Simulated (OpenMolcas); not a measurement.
## Sm2+: effect of the basis set

* Program: OpenMolcas
* Method: CASSCF
* Active space: 6 electrons in 7 orbitals (4f)
* State averaging: 2S+1 = 7 even, 7 roots; 2S+1 = 5 even, 140 roots (62 in the spin-orbit step); 2S+1 = 3 even, 3 roots kept (CI in the orbitals of an earlier block, 0 in the spin-orbit step)
* Spin-orbit coupling: RASSI with atomic mean-field integrals over the reference wave functions, term energies averaged over their components

A. ANO-RCC-VDZ [7s6p4d2f], DKH4, point nucleus; cost of the order of 50 core-seconds
B. ANO-RCC-VDZP [7s6p4d2f1g], DKH2, point nucleus; cost about 70 core-seconds
C. ANO-RCC-VQZP [9s8p6d4f3g2h], DKH4, point nucleus; cost of the order of 70 core-seconds

Energies in cm⁻¹ above 4f⁶ ⁷F₀, the measured ground level; measured values from Martin, Zalubas and Hagan, Atomic Energy Levels: The Rare-Earth Elements, NSRDS-NBS 60 (1978).

```csv
Level,A,B,C,Measured
4f⁶ ⁷F₀,0.0,0.0,0.0,0.0
4f⁶ ⁷F₁,264,264,266,293
4f⁶ ⁷F₂,762,762,767,814
4f⁶ ⁷F₃,1442,1442,1452,1493
4f⁶ ⁷F₄,2255,2256,2268,2278
4f⁶ ⁷F₅,3168,3169,3185,3132
4f⁶ ⁷F₆,4175,4175,4195,4027
4f⁶ ⁵D₀,20391,20393,20353,
4f⁶ ⁵D₁,21075,21077,21040,
4f⁶ ⁵D₂,22486,22488,22458,
4f⁶ ⁵D₃,24702,24704,24685,
4f⁶ ⁵L₆,26527,26529,26492,
4f⁶ ⁵L₇,27018,27020,26987,
4f⁶ ⁵L₈,27580,27582,27552,
4f⁶ ⁵D₄,27817,27819,27814,
4f⁶ ⁵G₃,28199,28201,28158,
4f⁶ ⁵G₄,28203,28205,28162,
4f⁶ ⁵L₉,28212,28214,28187,
4f⁶ ⁵G₂,28357,28359,28319,
4f⁶ ⁵G₅,28444,28446,28401,
4f⁶ ⁵L₁₀,28914,28916,28894,
4f⁶ ⁵G₆,29139,29142,29103,
```

Deviations, from unrounded energies. A percentage is the sum of absolute deviations over the sum of measured energies, with the sign that they share, or ± where signs differ.

| Against measurement | Levels | A | B | C |
| --- | --- | --- | --- | --- |
| mean absolute deviation (cm-1) | 6 | 56 | 56 | 58 |
| fine structure of the ground term (%) | 6 | ±2.8 | ±2.8 | ±2.9 |

A, B, C lie about equally close to measurement. The largest miss of A in the table is 4f⁶ ⁷F₆, by +150 cm-1. The ranking rests on the paired levels alone, and a cruder setting can come out closer through cancelling errors.

Among A to C the level of the table that moves most is 4f⁶ ⁵G₅, by 44 cm-1 (lowest in C, highest in B).

High states are left out of the spin-orbit mixing, which shifts the levels that they would mix with. Without dynamic correlation excited terms often stand tens of per cent too high (terms of higher spin than the ground term too low), and those without a measured partner can miss by more than the paired ones. Computed and measured levels are paired by configuration, term and J; levels that our copy of the source lacks, or whose pairing is in doubt (as where it misses far off the trend of its configuration), stay unpaired and out of the deviations. Only configurations of the active space appear. Levels that lie high or do not pair safely by name in every column are left out.
